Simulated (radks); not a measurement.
Kinetic energies: the exact non-interacting value of the Kohn-Sham orbitals and orbital-free approximations, as 100 (|E| - |E exact|)/|E exact|, negative where the magnitude is too small. Species: P4+ [Ne] 3s1; Pd [Kr] 4d10; P [Ne] 3s2 3p3; Li+ [He]; Re [Xe] 4f14 5d5 6s2. Method: non-relativistic Kohn-Sham, PBE, spin-polarised, spherical densities, point nucleus; computed with a radial shooting solver on a logarithmic mesh with Libxc functionals. Every spin shell is full or empty, so the densities are truly spherical. Functionals are evaluated on that one density, not self-consistently.

exact (hartree): P4+ 336.633; Pd 4937.64; P 340.654; Li+ 7.21521; Re 15784.2
Thomas-Fermi: P4+ -7.40; Pd -5.43; P -7.37; Li+ -9.95; Re -4.75
von Weizsacker: P4+ -37.10; Pd -57.29; P -38.08; Li+ 0.00; Re -63.79
TF + vW: P4+ +55.51; Pd +37.28; P +54.55; Li+ +90.05; Re +31.46
TF + vW/9: P4+ -0.41; Pd -0.68; P -0.49; Li+ +1.16; Re -0.72
LC94: P4+ +0.24; Pd +0.07; P +0.19; Li+ +0.77; Re -0.01
APBEK: P4+ +0.37; Pd +0.13; P +0.33; Li+ +0.68; Re +0.02
Perdew 92: P4+ -0.39; Pd -0.67; P -0.48; Li+ +1.18; Re -0.72
Thakkar: P4+ +0.06; Pd -0.54; P 0.00; Li+ +1.04; Re -0.79
Pearson: P4+ -1.60; Pd -0.94; P -1.59; Li+ -3.73; Re -0.89
LKT: P4+ +32.19; Pd +19.81; P +31.39; Li+ +60.45; Re +16.29
